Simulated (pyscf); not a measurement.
**`[OH][TiH]1[O][S]1`, singlet**

Gas-phase minimum from PySCF at ωB97X-D3(BJ)/def2-SVP, one conformer. cyclic H₂O₂STi (SMILES [OH][TiH]1[O][S]1) lies 46.6 kcal/mol over its isomer O=Ti(OH)–SH (electronic energy, ωB97M-D3(BJ)/def2-TZVP). 

```xyz
6

O      0.0314    -0.3023     1.1055
Ti    -1.0359     0.3413    -0.1488
O     -1.6067    -0.6632    -1.4594
S     -3.0786    -0.4479    -0.5614
H      0.4116    -1.1244     1.4311
H     -0.6606     1.9305    -0.6115
```

Bond lengths (Å): O1–Ti2 1.768, O1–H5 0.962, Ti2–O3 1.747, Ti2–S4 2.228, Ti2–H6 1.697, O3–S4 1.738. Bond angles (°): Ti2–O1–H5 142.1, O1–Ti2–O3 121.3, O1–Ti2–S4 123.8, O1–Ti2–H6 113.6, O3–Ti2–S4 50.1, O3–Ti2–H6 114.0, S4–Ti2–H6 118.9, Ti2–O3–S4 79.5, Ti2–S4–O3 50.4.

Properties at ωB97X-D3(BJ)/def2-SVP:

```yaml
harmonic_wavenumbers_unscaled: 131, 169, 346, 389, 432, 508, 592, 642, 820, 887, 1752, 3949 cm⁻¹
zero_point_energy: 15.2 kcal/mol
rotational_symmetry_number: 1
Entropy of this conformer at 298 K and 1 atm, rigid rotor and harmonic oscillator, modes under 100 cm⁻¹ raised to 100: 319.0 J/(mol K)
dipole_moment: 2.79 D
```

Single-point totals, which compare only within one level (frozen core for MP2 and CC):

| level | total energy (hartree) |
|---|---|
| ωB97X-D3(BJ)/def2-TZVP | -1399.45746 |
| PBE/def2-TZVP | -1398.93179 |
| r²SCAN/def2-TZVP | -1399.34045 |
| B3LYP-D3(BJ)/def2-TZVP | -1399.50155 |
| PBE0-D3(BJ)/def2-TZVP | -1398.95537 |
| M06-2X/def2-TZVP | -1399.32088 |
| ωB97M-D3(BJ)/def2-TZVP | -1399.55874 |
| HF/def2-TZVPP | -1396.94456 |
| MP2/def2-TZVPP | -1398.03929 |
| CCSD/def2-TZVPP | -1398.04041 |
| CCSD(T)/def2-TZVPP | -1398.10588 |

Soft torsions are taken as harmonic, which can shift the entropy by several J/(mol K). The CCSD(T) − MP2 part came from Ansatz, without density fitting, on the same reference. The frozen core leaves the outer d or s,p core shells of the metals and heavy elements correlated in the MP2 and CC values, and def2-TZVPP describes them poorly, so these totals are far from the basis limit.
